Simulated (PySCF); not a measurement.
A GIAO shielding run with PySCF 2.14.0 with density-fitted response routines (density fitting, non-relativistic, gas phase) on SMILES C([SiH2]C1=C[C@@H]1OC=O)Cl, C$_{5}$H$_{7}$ClO$_{2}$Si:

```
$ OMP_NUM_THREADS=1 python probes_run.py task.json out

{"job": {"kind": "nmr", "xc": "PBE0", "basis": "pcSseg-1"}, "charge": 0, "multiplicity": 1}
O      1.871483     0.353312     1.250030
C      2.682056     0.176754     0.378250
O      2.490236     0.072244    -0.908613
C      1.146367     0.127895    -1.425339
C      0.310083    -1.089188    -1.384287
C     -0.012041    -0.155790    -0.522810
Si    -0.768026     0.547352     1.031719
C     -2.648723     0.582640     0.632736
Cl    -2.903121     1.565277    -0.836835
H      3.763102     0.078217     0.589078
H      1.119773     0.854355    -2.227257
H      0.179989    -2.055318    -1.804667
H     -0.345833     1.930290     1.214998
H     -0.586596    -0.359638     2.161459
H     -3.238487     1.046039     1.419019
H     -3.067861    -0.398015     0.421110
```

Hardware: 1 thread of an Arm Neoverse N1, shared host. The job also computes population analyses, field gradients, ring-centre shieldings.

**Question.** How large is the calculation?

**Answer.** 84 electrons, 202 basis functions and 1093 auxiliary functions.

**Question.** How long does it take, and how much memory does it need?

**Answer.** 83 s of wall time, with 14 SCF cycles and 5 response iterations; peak memory 0.93 GiB. Times on a shared host scatter by some tens of per cent.
